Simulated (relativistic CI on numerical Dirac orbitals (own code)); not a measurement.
Slater and spin-orbit integrals, Rb12+

Computed by Dirac-Coulomb-Breit CI, KLI orbitals optimised for each configuration, a model potential for QED, unscaled Slater integrals (own radial code, finite nucleus).

Slater integrals F^k, G^k are unscaled and averaged over j, outside the closed core [Ne]; ζ comes from projecting the Hamiltonian with its Breit term on Σ l·s of the shell.

- 3s2 3p6 3d7: F^2(3d,3d) = 209630, F^4(3d,3d) = 133590, ζ(3d) = 5430.5 cm⁻¹; <r>(3d) = 0.4723, <r^2>(3d) = 0.2652 (bohr units).
- 3s2 3p5 3d8: ζ(3p) = 53354, F^2(3d,3d) = 209020, F^4(3d,3d) = 133180, F^2(3p,3d) = 198340, G^1(3p,3d) = 231610, G^3(3p,3d) = 147590, ζ(3d) = 5321.9 cm⁻¹; <r>(3p) = 0.4933, <r^2>(3p) = 0.2821, <r>(3d) = 0.4735, <r^2>(3d) = 0.2666 (bohr units).
- 3s2 3p4 3d9: F^2(3p,3p) = 202050, ζ(3p) = 53392, F^2(3p,3d) = 198000, G^1(3p,3d) = 231430, G^3(3p,3d) = 147400, ζ(3d) = 5215.6 cm⁻¹; <r>(3p) = 0.4939, <r^2>(3p) = 0.2828, <r>(3d) = 0.4747, <r^2>(3d) = 0.268 (bohr units).

(1) Give the Racah parameters of the d shell in 3s2 3p6 3d7.

Averages of the first 10 configurations, taken without configuration mixing, which lowers the lowest level and can move excited configurations by several eV; other configurations of the list can lie among them:

```json
{"Configuration": "3s2 3p6 3d7", "Parity": "even", "States": "120", "Average energy above the lowest level (eV)": "8.1"}
{"Configuration": "3s2 3p5 3d8", "Parity": "odd", "States": "270", "Average energy above the lowest level (eV)": "137.9"}
{"Configuration": "3s2 3p4 3d9", "Parity": "even", "States": "150", "Average energy above the lowest level (eV)": "270.5"}
{"Configuration": "3s 3p6 3d8", "Parity": "even", "States": "90", "Average energy above the lowest level (eV)": "219.9"}
{"Configuration": "3s2 3p6 3d6 4s", "Parity": "even", "States": "420", "Average energy above the lowest level (eV)": "163.2"}
{"Configuration": "3p6 3d9", "Parity": "even", "States": "10", "Average energy above the lowest level (eV)": "435.4"}
{"Configuration": "3s2 3p6 3d6 4p", "Parity": "odd", "States": "1260", "Average energy above the lowest level (eV)": "188.1"}
{"Configuration": "3s2 3p6 3d6 4d", "Parity": "even", "States": "2100", "Average energy above the lowest level (eV)": "226.6"}
{"Configuration": "3s2 3p6 3d5 4s2", "Parity": "even", "States": "252", "Average energy above the lowest level (eV)": "332.7"}
{"Configuration": "3s 3p5 3d9", "Parity": "odd", "States": "120", "Average energy above the lowest level (eV)": "348.5"}
```

Results:

(1) B = F²/49 − 5F⁴/441 = 2764 cm⁻¹ and C = 35F⁴/441 = 10603 cm⁻¹.
